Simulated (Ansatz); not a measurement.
Species: C₄H₅BOS, SMILES `Bc1coc(S)c1` (charge 0, multiplicity 1).

Give a relaxed geometry from PBE0-D3(BJ)/def2-SVP (Ansatz, an electronic-structure program).

Several could match; the one computed here: the end point of this relaxation, one of several conformers (outside a Z-matrix the atoms follow the SMILES, hydrogens last).
Bonded distances (Å): B1–C2 1.526, B1–H8 1.210, B1–H9 1.209, C2–C3 1.381, C2–C7 1.443, C3–O4 1.329, C3–H10 1.089, O4–C5 1.373, C5–S6 1.742, C5–C7 1.361, S6–H11 1.354, C7–H12 1.088. Bond angles (°): C2–B1–H8 119.5, C2–B1–H9 121.0, H8–B1–H9 119.5, B1–C2–C3 125.2, B1–C2–C7 130.9, C3–C2–C7 103.9, C2–C3–O4 112.0, C2–C3–H10 131.6, O4–C3–H10 116.3, C3–O4–C5 107.4, O4–C5–S6 118.5, O4–C5–C7 109.5, S6–C5–C7 131.8, C5–S6–H11 97.2, C2–C7–C5 107.2, C2–C7–H12 127.1, C5–C7–H12 125.7.
